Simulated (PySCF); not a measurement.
Coordinates in bohr (charge 0 multiplicity 5):
```
Co   -0.2930   -0.0017   -0.0128
N     3.0227   -0.0819    0.4370
O    -0.5300    3.2524    0.2623
O    -0.9982   -3.1694   -0.6117
H     0.6823    4.3688   -0.4970
H    -1.9371   -4.1333    0.6060
```

These are results of UPBE0/[Co def2-TZVP, N def2-TZVP, O def2-TZVP, H def2-TZVP], no relativity, density fitting, PySCF, not measurements.

This geometry of CoN(OH)2 is a stationary point at this level.

Question: What is the point group?

Answer: C1.

Question: Is it a minimum?

Answer: Yes: all harmonic wavenumbers are real.

Question: Which band is strongest in the infrared?

Answer: 751 cm⁻¹ (a), 317 km/mol.

Question: What are the dipole moment and the gap between the highest occupied and lowest empty levels of either spin?

Answer: 1.40 D and 4.56 eV.

Question: What is the atomisation energy, with and without zero-point energy?

Answer: 1665 kJ/mol without, 1591 kJ/mol with.

Other isomers or separated fragments may lie lower. Open d and f shells are described by one determinant, and the ground state may have another occupation or spin. At this level a triplet minimum of C2v symmetry lies 39 kJ/mol below this structure.
